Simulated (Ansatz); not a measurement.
`C[N](C)[Zn][O][SiH3]` at its PBE0-D4/def2-TZVP geometry, where that method's forces vanish. Total charge 0; spin multiplicity 1.

| atom | x (Å) | y (Å) | z (Å) |
| --- | --- | --- | --- |
| C1 | -0.732 | -2.231 | -0.431 |
| N2 | -0.333 | -0.912 | -0.842 |
| C3 | 0.253 | -0.896 | -2.156 |
| Zn4 | -0.303 | 0.501 | 0.266 |
| O5 | -0.391 | 1.911 | 1.320 |
| Si6 | 0.489 | 2.807 | 2.344 |
| H7 | -1.191 | -2.221 | 0.561 |
| H8 | -1.471 | -2.658 | -1.126 |
| H9 | 0.117 | -2.933 | -0.394 |
| H10 | 1.158 | -1.522 | -2.219 |
| H11 | -0.453 | -1.277 | -2.911 |
| H12 | 0.534 | 0.116 | -2.459 |
| H13 | 1.581 | 2.013 | 2.984 |
| H14 | -0.384 | 3.345 | 3.423 |
| H15 | 1.126 | 3.958 | 1.641 |

For each bond, give half the difference of the two atoms' forces along it (eV/Å; positive pushes the atoms apart) under PBE-D4, r2SCAN-D4, B3LYP-D4, ωB97M-V in def2-TZVPP. (Estimate.)

Computed: 
| bond | length (Å) | PBE-D4 | r2SCAN-D4 | B3LYP-D4 | ωB97M-V |
| --- | --- | --- | --- | --- | --- |
| C1–N2 | 1.438 | 0.11 | 0.21 | 0.18 | 0.23 |
| C1–H7 | 1.093 | 0.04 | -0.07 | -0.11 | -0.08 |
| C1–H8 | 1.101 | 0.13 | -0.02 | -0.07 | -0.12 |
| C1–H9 | 1.102 | 0.11 | -0.04 | -0.07 | -0.12 |
| N2–C3 | 1.439 | 0.11 | 0.21 | 0.18 | 0.23 |
| N2–Zn4 | 1.796 | -0.12 | -0.17 | -0.01 | -0.13 |
| C3–H10 | 1.102 | 0.11 | -0.04 | -0.07 | -0.12 |
| C3–H11 | 1.101 | 0.13 | -0.03 | -0.07 | -0.12 |
| C3–H12 | 1.093 | 0.04 | -0.07 | -0.11 | -0.08 |
| Zn4–O5 | 1.762 | -0.11 | -0.10 | 0.01 | 0.03 |
| O5–Si6 | 1.621 | 0.46 | 0.17 | 0.13 | 0.13 |
| Si6–H13 | 1.494 | -0.04 | -0.05 | -0.09 | -0.12 |
| Si6–H14 | 1.489 | 0.03 | -0.03 | -0.10 | -0.15 |
| Si6–H15 | 1.491 | 0.00 | -0.04 | -0.09 | -0.14 |

B3LYP here is the variant with VWN-RPA as its local correlation; programs differ in this.
